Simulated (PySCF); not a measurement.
**[Eu(NH2)4]− relaxed at several levels**

Computed with PySCF 2.14.0, def2-SVP on the ligands, density fitting, scalar-relativistic core potentials, no spin-orbit coupling, vacuum. Each row is relaxed at its own level from the same template. Distances are means of the shortest metal–ligand contacts, charges and spins Mulliken's; removal energies are rigid, with the ligand's formal charge and no counterpoise, so too large; for an anion taken off a cation in vacuum most of it is the attraction of opposite charges, and multiply charged cations can part far more cheaply with an electron moved from ligand to metal. lcecp potentials hold a fixed number of 4f electrons in the core, out of states, spins and gaps.

| level | basis on the metal | point group | M–NH2 (Å) | charge on M (e) | removal of one NH2 (eV) | strongest infrared band, degenerate modes summed (cm⁻¹) | unstable modes (below −25 cm⁻¹) |
| --- | --- | --- | --- | --- | --- | --- | --- |
| B3LYP | lcecp-1-SVP with ECP52 | S4 | 2.306 | 0.57 | 5.18 | 446 | 0 |

Question: What does the calculation give for PBE0, lcecp-1-SVP with ECP52?

Answer: point group: S4, M–NH2 (Å): 2.292, charge on M (e): 0.65, removal of one NH2 (eV): 5.16, strongest infrared band, degenerate modes summed (cm⁻¹): 452, unstable modes (below −25 cm⁻¹): 0.
```xyz
13

Eu    0.0000    0.0000    0.0000
N     1.3733    1.3498    1.2435
H     2.2376    1.0296    1.6844
H     1.3327    2.3526    1.4266
N    -1.3733   -1.2435    1.3498
H    -1.3327   -1.4267    2.3527
H    -2.2376   -1.6843    1.0295
N     1.3733   -1.3498   -1.2435
H     1.3327   -2.3526   -1.4266
H     2.2376   -1.0296   -1.6844
N    -1.3733    1.2435   -1.3498
H    -2.2376    1.6843   -1.0295
H    -1.3327    1.4267   -2.3527
```

Moved off a saddle point of the template and relaxed again: B3LYP, PBE0. One start shape was tried for each, so a minimum needn't be the lowest isomer.
